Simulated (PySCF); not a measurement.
C6H14, SMILES C(CCCC)C.

Geometry: B3LYP-D3(BJ)/def2-SVP. The values are those of a single conformer.

These are TDA-LC-ωPBE/def2-SVPD in PySCF values and carry that method's errors.

Vertical excitations. The molecule is in vacuum.

**Question.** List the lowest excited states. (Estimate from the structure and the level; the computed values follow.)

**Answer.** 
| state | energy (eV) | λ (nm) | f | main pairs |
|---|---|---|---|---|
| S1 | 9.41 | 132 | 0.001 | HOMO→LUMO 40 %, HOMO−1→LUMO 25 % |
| S2 | 9.49 | 131 | 0.004 | HOMO−1→LUMO 23 %, HOMO→LUMO 20 %, HOMO−2→LUMO 15 %, HOMO→LUMO+1 10 % |
| S3 | 9.66 | 128 | 0.001 | HOMO−2→LUMO 34 %, HOMO→LUMO 14 %, HOMO−1→LUMO 11 %, HOMO−4→LUMO+1 8 % |
| S4 | 9.71 | 128 | 0.011 | HOMO−3→LUMO 35 %, HOMO−1→LUMO+1 11 %, HOMO→LUMO+1 10 %, HOMO−1→LUMO 9 % |
| S5 | 9.91 | 125 | 0.030 | HOMO−4→LUMO 23 %, HOMO−2→LUMO+1 19 %, HOMO→LUMO+1 18 %, HOMO−1→LUMO+1 17 % |
| S6 | 10.00 | 124 | 0.051 | HOMO→LUMO+2 43 %, HOMO−1→LUMO+2 16 % |
| T1 | 9.01 | 138 | 0 | HOMO−1→LUMO 36 %, HOMO→LUMO 18 %, HOMO−3→LUMO+1 9 %, HOMO−1→LUMO+4 7 % |
| T2 | 9.10 | 136 | 0 | HOMO−2→LUMO 25 %, HOMO→LUMO 19 %, HOMO→LUMO+1 12 %, HOMO−2→LUMO+1 8 % |
Triplets are in the Tamm–Dancoff approximation.
